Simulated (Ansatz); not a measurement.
Basis-set extrapolation for `N[SiH]([SiH3])O[SiH3]` (PBE0-D4/def2-TZVP geometry, frozen core, Ansatz). Multiplicity 1, RHF reference.

```json
{"": "HF", "def2-TZVPP": "-1001.569196", "def2-QZVPP": "-1001.603954"}
{"": "MP2 correlation", "def2-TZVPP": "-0.824385", "def2-QZVPP": "-0.887421"}
{"": "CCSD(T) correlation", "def2-TZVPP": "-0.920197", "def2-QZVPP": "not run"}
```

Energies in hartree. Use E(X) = E(∞) + A·exp(−7.88·√X) for Hartree–Fock and E(X) = E(∞) + B·X^(−2.97) for correlation, with X = 3 and 4, and add CCSD(T) minus MP2 of the smaller set to the MP2 limit.

Problem. What is the CCSD(T) energy at the basis-set limit?

Solution. HF limit: -1001.603954 + (-0.034758) × 0.13774 = -1001.60874. MP2 limit: -0.887421 + (-0.063036) × 0.74074 = -0.93411. Higher-order term: -0.920197 − (-0.824385) = -0.09581. Total: -1002.63866 hartree, 391.9 kJ/mol below CCSD(T)/def2-TZVPP.
